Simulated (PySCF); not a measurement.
Isotropic susceptibility

Method: PySCF 2.14.0, GIAO HF/pcSseg-1 magnetisability, rotational g tensor and spin-rotation constants, non-relativistic, gas phase. Geometry: GFN2-xTB.

Each molecule in one low-energy conformer.

The calculation is non-relativistic, which matters for the atoms heavier than Zn.

Question: Give the isotropic susceptibility and related values for:
- CC1(C)C[SiH2][AsH]C1
- C[As]1CC(C)(C)[SiH2]1
- C/C=C/C[As](C)[SiH3]
- [F][GeH2][GeH2][CH2]Cl
- CCC1C[As]([SiH3])C1
- CC(C)[As]1CC[SiH2]1

Answer: 
| molecule | χ, cgs (10⁻⁶ cm³/mol) | magnetisability anisotropy (10⁻³⁰ J/T²) |
| --- | --- | --- |
| CC1(C)C[SiH2][AsH]C1 | -113.0 | 117 |
| C[As]1CC(C)(C)[SiH2]1 | -106.5 | 189 |
| C/C=C/C[As](C)[SiH3] | -105.8 | 234 |
| [F][GeH2][GeH2][CH2]Cl | -91.3 | 133 |
| CCC1C[As]([SiH3])C1 | -105.0 | 323 |
| CC(C)[As]1CC[SiH2]1 | -103.8 | 321 |
